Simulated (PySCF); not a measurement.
# Computed properties of 2-bromoprop-1-ene (C3H5Br), SMILES C=C(C)Br

2-bromoprop-1-ene (C3H5Br), SMILES C(C)(=C)Br. Geometry optimised at TPSSh-D3(BJ)/def2-SVP. The values are those of a single conformer. All values are computed for the isolated molecule unless a solvent is named; none is compared with measurement here.

**Structure.** The optimised structure has Cs symmetry. All 21 harmonic modes at TPSSh-D3(BJ)/def2-SVP (PySCF) are real, so it is a minimum. With heavy atoms numbered as in [CH2:1]=[C:2]([CH3:3])[Br:4], the shortest bond between them is C1–C2 at 1.336 Å and the longest C2–Br4 at 1.917 Å.

**Vibrations.** The strongest infrared lines (harmonic, unscaled, degenerate partners summed) lie at 1173 cm⁻¹ (72 km/mol, C 61 %, H 39 %), 1707 cm⁻¹ (39 km/mol, C 90 %, H 10 %), 903 cm⁻¹ (39 km/mol, H 73 %, C 27 %). The softest mode is at 204 cm⁻¹ and the zero-point energy is 43.9 kcal/mol.

**Electronic structure.** ωB97X/def2-TZVP (PySCF) places the frontier levels at -9.53 and 2.01 eV, a gap of 11.54 eV, and gives a dipole moment of 1.75 D and a mean polarisability of 56.4 bohr³. PBE/def2-TZVP (PySCF) at the same geometry gives -6.09 and -1.17 eV, so its gap is 6.62 eV narrower. An orbital gap is neither the optical nor the fundamental gap.

**Excitations.** TDA-PBE0/def2-SVPD (PySCF) has S1 at 5.66 eV (219 nm, f = 0.000, dark); the most intense of the 10 singlets computed lies at 8.10 eV (f = 0.23). T1 (TDA) is at 4.06 eV, 1.60 eV under S1. TDA-PBE/def2-SVPD (PySCF) puts S1 at 5.32 eV. No vertical singlet excitation falls in the visible range (under 3.1 eV).

**NMR.** GIAO shifts at KT2/pcSseg-1 (PySCF) (non-relativistic, atoms alike by connectivity averaged): ¹³C from 34.4 to 147.1 ppm against TMS; ¹H from 2.5 to 5.7 ppm against TMS. Without spin–orbit terms, shifts of atoms bonded to Cl or Br come out too high.

**Solvation.** SMD-PBE0/def2-SVP (PySCF) gives -0.4 kcal/mol in water, -4.4 kcal/mol in chloroform, -3.9 kcal/mol in 2-propanol (1 M in both phases, gas-phase geometry); of these solvents chloroform holds the molecule best.
